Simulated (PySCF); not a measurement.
A GIAO shielding run with PySCF (density fitting, non-relativistic, gas phase) on `NCC[BH2-][NH3+]`, C$_{2}$H$_{11}$BN$_{2}$:

```
$ OMP_NUM_THREADS=1 python probes_run.py task.json out

{"job": {"kind": "nmr", "xc": "PBE0", "basis": "cc-pVDZ", "pop": true}, "charge": 0, "multiplicity": 1}
N      1.324336     0.917905    -0.459798
C      1.169194    -0.532201    -0.294572
C      0.062958    -0.872274     0.705632
B     -1.269054     0.080855     0.652576
N     -1.383086     0.702841    -0.845410
H      1.436663     1.359337     0.452591
H      2.155578     1.142363    -1.002936
H      2.121572    -1.026940    -0.016891
H      0.909563    -0.939764    -1.290237
H     -0.186892    -1.938775     0.568959
H      0.476730    -0.805127     1.727933
H     -2.318401    -0.512447     0.889174
H     -1.159844     1.081991     1.364279
H     -1.601189     0.010548    -1.561174
H     -2.083289     1.440219    -0.893040
H     -0.424163     1.094587    -1.011643
```

Hardware: 1 thread of an Arm Neoverse V1, shared host. The job also computes population analyses, field gradients.

Question: How large is the calculation?

Answer: 42 electrons, 125 basis functions and 632 auxiliary functions.

Question: How long does it take, and how much memory does it need?

Answer: 12 s of wall time, with 12 SCF cycles and 4 response iterations; peak memory 0.71 GiB. Times on a shared host scatter by some tens of per cent.

Question: And these other runs on the same molecule and hardware: GIAO shielding at B3LYP/pcSseg-1; GIAO shielding at B97-D/pcSseg-1; GIAO shielding at BLYP/pcSseg-1; GIAO shielding at BP86/pcSseg-1; GIAO shielding at HF/pcSseg-1; GIAO shielding at KT2/pcSseg-1?

Answer: B3LYP/pcSseg-1: 140 functions, 12 s; B97-D/pcSseg-1: 140 functions, 19 s; BLYP/pcSseg-1: 140 functions, 18 s; BP86/pcSseg-1: 140 functions, 18 s; HF/pcSseg-1: 140 functions, 5.4 s; KT2/pcSseg-1: 140 functions, 20 s.
